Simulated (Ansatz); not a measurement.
Z-matrix (Å, degrees):
```
N
C 1 1.4773
H 2 1.0982 1 109.35
H 2 1.0982 3 108.65 1 119.30
H 2 1.1045 3 109.36 4 119.30
C 1 1.4773 2 110.30 3 178.54
H 6 1.0982 1 109.36 2 -59.38
H 6 1.0982 7 108.65 1 119.30
H 6 1.1045 7 109.36 8 119.29
C 1 1.4773 2 110.30 3 -59.39
H 10 1.0982 1 109.36 2 178.54
H 10 1.0982 11 108.65 1 119.31
H 10 1.1045 11 109.36 12 119.29
Al 1 2.0881 2 108.62 3 59.58
H 14 1.6033 1 99.80 2 -59.65
H 14 1.6033 15 117.16 3 -80.29
H 14 1.6033 15 117.16 3 132.58
```
Charge 0, multiplicity 1.

Calculation: frozen-core CCSD(T)/cc-pVTZ // B3LYP-D3(BJ)/def2-SVP in Ansatz (an electronic-structure program).

```
Quantity                       Result
----------------------  -------------
HF energy               -417.02001 Ha
MP2 correlation energy    -0.86132 Ha
```

**Question.** Estimate the CCSD correlation energy, the (T) correction, the total energy and the T1 diagnostic.

**Answer.** 
```
Item                            Result
-----------------------  -------------
CCSD correlation energy    -0.92654 Ha
(T) correction             -0.03406 Ha
CCSD(T) total energy     -417.98061 Ha
T1 diagnostic                    0.009
```
